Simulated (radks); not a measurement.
Values are calculated unless marked as measured or tabulated.
Ionisation of neutral gold, [Xe] 4f14 5d10 6s1, to [Xe] 4f14 5d10 as the strength of local exchange is varied. Level of theory: scalar-relativistic Kohn-Sham, Slater X-alpha exchange (alpha = 2/3 is LDA exchange), no correlation, spin-polarised, spherical densities, finite nucleus; open shells are filled with parallel spins first (spin-orbit coupling, left out, can overturn this in heavy ions); Fermi nuclear charge, rms radius 5.4371 fm (a radial shooting solver on a logarithmic mesh with Libxc functionals).

alpha  E(Au) (hartree)  exchange (hartree)  IE (eV)  -e of the level emptied (eV)  <r> of it (bohr)
0.613      -18961.0979           -315.2723    8.519                    5.079 (6s)             2.936
0.667      -18989.0492           -343.5909    8.920                    5.460 (6s)             2.895
0.673      -18992.1576           -346.7429    8.965                    5.503 (6s)             2.890
0.78       -19047.6835           -403.1350    9.789                    6.296 (6s)             2.812
0.934      -19127.9053           -484.9025   11.035                    7.516 (6s)             2.708
1.014      -19169.7212           -527.6604   11.709                    8.185 (6s)             2.657

NIST Atomic Spectra Database: 9.226 eV (measured). The Delta-SCF value meets it near alpha = 0.71.
